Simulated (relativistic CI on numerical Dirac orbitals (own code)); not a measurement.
Hyperfine structure of Lu XVIII, mass number 176

Method of calculation: Dirac-Coulomb-Breit CI, separate exchange-only KLI orbitals for each configuration, a model potential for QED, unscaled Slater integrals (own radial code, finite nucleus).

Configurations in the expansion (outside the closed core [Ar] 3d10 4p6 4d10): 4s2 4f8, 4s2 4f7 5s, 4s2 4f6 5s2, 4s2 4f7 6s, 4f10. Levels of other configurations are missing.

Nuclear spin I = 7, μ = 3.16 μN, Q = 4.92 b (tables of Stone and Pyykkö). The electronic factors are computed for point nuclear moments, without core polarisation or the Bohr-Weisskopf and QED corrections.

```
        Level  E (eV)  A (MHz)  B (MHz)
 4s2 4f8 7F_6  0.0000    460.7    15200
 4s2 4f8 7F_5  0.7270    389.5     7390
 4s2 4f8 7F_4  1.0770    389.4     1620
 4s2 4f8 7F_3  1.4155    366.1    -2450
 4s2 4f8 7F_2  1.6359    359.6    -4600
 4s2 4f8 7F_1  1.7947    352.9    -4380
 4s2 4f8 5D_4  4.4941    415.3     2780
4s2 4f8 5L_10  5.7886    733.6     -533
```

Levels with J = 0, under 50 % of one LS term, or S terms without an open s electron are left out. Small factors come from cancelling terms and can be off by tens of per cent or more.

At this charge transitions that keep the count of f electrons are usually good to a few per cent. Terms inside the open d or f shell come out 10 to 20 % too wide with unscaled integrals. Levels that differ in their count of f electrons can be misplaced by several ten thousand cm⁻¹, since the correlation energy of f electrons is missing or only estimated; rates across such gaps can be off by orders of magnitude.

Give the hyperfine levels of 4s2 4f8 7F_6 relative to its centre of gravity.

With K = F(F + 1) − I(I + 1) − J(J + 1), E = AK/2 + B[¾K(K + 1) − I(I + 1)J(J + 1)]/[2I(2I − 1)J(2J − 1)]: F = 1: -16430, F = 2: -16220, F = 3: -15850, F = 4: -15240, F = 5: -14320, F = 6: -12950, F = 7: -11020, F = 8: -8347, F = 9: -4765, F = 10: -63.49, F = 11: 5985, F = 12: 13630, F = 13: 23150 MHz.

LS names give the leading component of a level, which can be under half, so a name can repeat, a term be missing and a line seem to break the LS rules.
